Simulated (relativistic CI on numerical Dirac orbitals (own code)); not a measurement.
What each ingredient does to the levels of Ca7+

Base calculation: Dirac-Coulomb-Breit CI, KLI orbitals optimised for each configuration, QED by a radiative potential, unscaled Slater integrals.

CI space (outside the closed core [Ne]): 3s2 3p, 3s 3p2, 3s2 3d, 3p3, 3s 3p 3d, 3p2 3d, 3s 3d2, 3s2 4s, 3s2 4p, 3p2 4s, 3s2 4d, 3p2 4p, 3s 3p 4s, 3s 3d 4s, 3s2 4f, 3s 3p 4p, 3s2 5s, 3s2 5p, 3s 3p 4d, 3s2 5d, 3p 3d 4p, 3s2 5f, 3s 3p 4f, 3s2 5g, 3s 4s2, 3s2 6s, 3s2 6p, 3s2 6d, 3s 3p 5s, 3s 3p 5p, 3s 4p2, 3s 3p 5d, 3p 3d2, 3d3, 3d2 4s, 3d2 4p, 3d2 4d, 3s 3d 4p, 3p 3d 4s, 3d 4s2, 3d 4s 4p, 3d 4s 4d, 3s 4s 4p. Double excitations out of closed p, d and f shells are left out; levels of such configurations are missing from the list, as are those of other unlisted configurations, and high levels can miss mixing partners. These lack a partner that the ground configuration has and come out too high: 3s2 4f, 3s2 5s, 3s2 5p, 3s2 5d, 3s2 5f.

The lowest level and the first level of each name with at least 55 % of one term (blank where a level has no safe partner in the second run):

```
         Level  Base (cm⁻¹)  Shift (cm⁻¹)
3s2 3p 2P°_1/2            0             0
3s2 3p 2P°_3/2         4257          +116
 3s 3p2 4P_1/2       127492        -15304
 3s 3p2 4P_3/2       129054        -15298
 3s 3p2 4P_5/2       131397        -15259
 3s 3p2 2D_3/2       171798         +8143
 3s 3p2 2D_5/2       172050         +8044
 3s 3p2 2S_1/2       220760         -6393
 3s 3p2 2P_1/2       235963         +4032
 3s 3p2 2P_3/2       238531         +4210
 3s2 3d 2D_3/2       288152        -17884
 3s2 3d 2D_5/2       288318        -17784
   3p3 2D°_3/2       335040              
   3p3 2D°_5/2       335478        +33617
```

At this charge configurations can still be misplaced by up to about 7 % of their energy.

(1) One thing was changed in a second run, which moved the levels as shown. Which?
A. valence Slater integrals scaled by 0.9
B. configuration mixing switched off
C. Breit term removed
D. QED terms removed

## Answers

(1) B. Configuration mixing switched off. Without mixing, levels that were pushed by configurations of the same parity and J return to their single-configuration places.
